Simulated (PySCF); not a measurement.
H3Ti, neutral, multiplicity 2. Atoms are numbered in the order given.

```xyz
4

Ti     0.0000     0.0000     0.0000
H      1.7318     0.0000     0.0000
H     -0.8659     1.4998     0.0000
H     -0.8659    -1.4998     0.0000
```
Charge 0, spin multiplicity 2.

Geometry optimised at PBE0-D3(BJ)/def2-TZVPD. A frequency run showed that this geometry is not a minimum. The multiplicity is an assumed one; other spin states were not compared.

Method: TDA-PBE/def2-TZVPD in PySCF.

Vertical excitations; the highest root listed may be one member of a degenerate set. Gas-phase values at a fixed geometry.

Problem. Estimate the UV-visible absorptions. (The exact figures need the calculation; the answer reports its results.)

Solution. 
```csv
state,energy (eV),λ (nm),f,main pairs
root 1,0.48,2606,0.000,α HOMO→LUMO 99 %
root 2,0.48,2595,0.000,α HOMO→LUMO+1 99 %
root 3,1.79,691,0.005,α HOMO→LUMO+2 (degenerate set)
root 4,1.80,691,0.005,α HOMO→LUMO+3 (degenerate set)
root 5,2.49,498,0.001,"α HOMO−1→LUMO 40 %, α HOMO−2→LUMO+1 40 %, β HOMO→LUMO+1 9 %, β HOMO−1→LUMO 9 %"
root 6,2.56,484,0.000,"α HOMO−1→LUMO+1 48 %, α HOMO−2→LUMO 46 %"
root 7,2.61,475,0.000,"α HOMO−2→LUMO, α HOMO−1→LUMO+1, β HOMO−1→LUMO+1, β HOMO→LUMO (degenerate set)"
root 8,2.61,475,0.000,"α HOMO−2→LUMO+1, α HOMO−1→LUMO, β HOMO−1→LUMO, β HOMO→LUMO+1 (degenerate set)"
root 9,3.00,413,0.000,"β HOMO−1→LUMO+1 43 %, β HOMO→LUMO 43 %"
root 10,3.03,409,0.001,"α HOMO→LUMO+4 16 %, α HOMO−2→LUMO+1 8 %, α HOMO−1→LUMO 8 %, β HOMO−1→LUMO 31 %, β HOMO→LUMO+1 31 %"
```
Unrestricted roots are not spin-pure.
